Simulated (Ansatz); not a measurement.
Start from `COBS` and change one atom or group to get `CBBOC`.

Ansatz, PBE0-D4/def2-TZVP geometries, multiplicity 1. Each molecule was computed in one conformer, which needn't be the lowest.

```
                                                                                  property  `COBS`
                                                     HOMO energy (ωB97M-V/def2-TZVPP) / eV   -9.71
                                                   HOMO–LUMO gap (ωB97M-V/def2-TZVPP) / eV   11.61
                                        size of the dipole moment (ωB97M-V/def2-TZVPP) / D    2.07
ideal-gas entropy at 298 K and 1 bar (rigid rotor, harmonic PBE0-D4/def2-TZVP) / J/(mol·K)     311
                                          size of the dipole moment (B3LYP/def2-TZVPP) / D    2.04
                                                         HOMO energy (PBE/def2-TZVPP) / eV   -6.31
```

Question: Give the same properties after the change, and the shifts. (Best estimate.)

Answer: Ansatz gave: 
```csv
property,`CBBOC`,shift
HOMO energy (ωB97M-V/def2-TZVPP) / eV,-9.61,0.10
HOMO–LUMO gap (ωB97M-V/def2-TZVPP) / eV,10.33,-1.28
size of the dipole moment (ωB97M-V/def2-TZVPP) / D,1.91,-0.16
"ideal-gas entropy at 298 K and 1 bar (rigid rotor, harmonic PBE0-D4/def2-TZVP) / J/(mol·K)",357,46
size of the dipole moment (B3LYP/def2-TZVPP) / D,1.89,-0.15
HOMO energy (PBE/def2-TZVPP) / eV,-5.98,0.33
```

With PBE0 the HOMO rises by 0.20 eV and the LUMO falls by 1.24 eV, so the gap narrows by about 1.44 eV. PBE moves the HOMO by 0.33 eV and ωB97M-V by 0.10 eV. The zero-point energy changes by 99.7 kJ/mol with +12 modes. Dipoles are sizes alone; their direction can turn.

B3LYP here is the variant with VWN-RPA as its local correlation; programs differ in this.
